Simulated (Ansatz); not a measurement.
`ClC1BC1` and `CC1BC1` differ in one atom or group.

Ansatz, PBE0-D4/def2-TZVP geometries, multiplicity 1. 

| property | `ClC1BC1` |
| --- | --- |
| LUMO energy (ωB97M-V/def2-TZVPP) / eV | 0.10 |
| HOMO energy (B3LYP/def2-TZVPP) / eV | -7.14 |
| size of the dipole moment (ωB97M-V/def2-TZVPP) / D | 1.90 |
| LUMO energy (B3LYP/def2-TZVPP) / eV | -2.14 |
| size of the dipole moment (PBE/def2-TZVPP) / D | 1.78 |
| HOMO energy (ωB97M-V/def2-TZVPP) / eV | -9.60 |

Question: What does the change do to each property? (Estimate.)

Answer: Computed: 
```json
{"property": "LUMO energy (ωB97M-V/def2-TZVPP) / eV", "`CC1BC1`": "0.67", "shift": "0.57"}
{"property": "HOMO energy (B3LYP/def2-TZVPP) / eV", "`CC1BC1`": "-6.92", "shift": "0.22"}
{"property": "size of the dipole moment (ωB97M-V/def2-TZVPP) / D", "`CC1BC1`": "0.28", "shift": "-1.62"}
{"property": "LUMO energy (B3LYP/def2-TZVPP) / eV", "`CC1BC1`": "-1.52", "shift": "0.62"}
{"property": "size of the dipole moment (PBE/def2-TZVPP) / D", "`CC1BC1`": "0.40", "shift": "-1.38"}
{"property": "HOMO energy (ωB97M-V/def2-TZVPP) / eV", "`CC1BC1`": "-9.40", "shift": "0.20"}
```

With PBE0 the HOMO rises by 0.24 eV and the LUMO rises by 0.65 eV, so the gap widens by about 0.41 eV. PBE moves the HOMO by 0.21 eV and ωB97M-V by 0.20 eV. The zero-point energy changes by 97.2 kJ/mol with +9 modes. Dipoles are sizes alone; their direction can turn.

B3LYP here is the variant with VWN-RPA as its local correlation; programs differ in this.
